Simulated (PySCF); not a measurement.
Computed shifts of a molecule C2H5ClO2Si, PBE0/pcSseg-1 (PySCF), GIAO, gas phase, atoms alike by connectivity averaged where their shifts nearly agree, in ppm (number of nuclei): ¹³C: 158.6 (1), 138.4 (1). ²⁹Si: -33.1 (1). ¹H: 6.54 (2), 5.00 (1), 2.62 (1), 2.03 (1). References: ¹³C against TMS (σ = 186.3 ppm); ³⁵Cl against HCl (σ = 945.9 ppm); ²⁹Si against TMS (σ = 352.7 ppm); ¹⁷O against H2O (σ = 334.2 ppm); ¹H against TMS (σ = 31.56 ppm), references at their B3LYP-D3(BJ)/def2-TZVP geometries, non-relativistic (without spin–orbit terms, shifts of atoms bonded to Cl or Br come out too high). The structure is a stationary point at B3LYP-D3(BJ)/def2-SVP. Other conformers were not sampled.

Q: Which molecule gave these data?
A) CC(=O)[Si@@H](O)Cl
B) COC(=O)[SiH2]Cl
C) C=C(Cl)[SiH](O)O
D) C[Si@@H](Cl)OC=O

A: C, C=C(Cl)[SiH](O)O
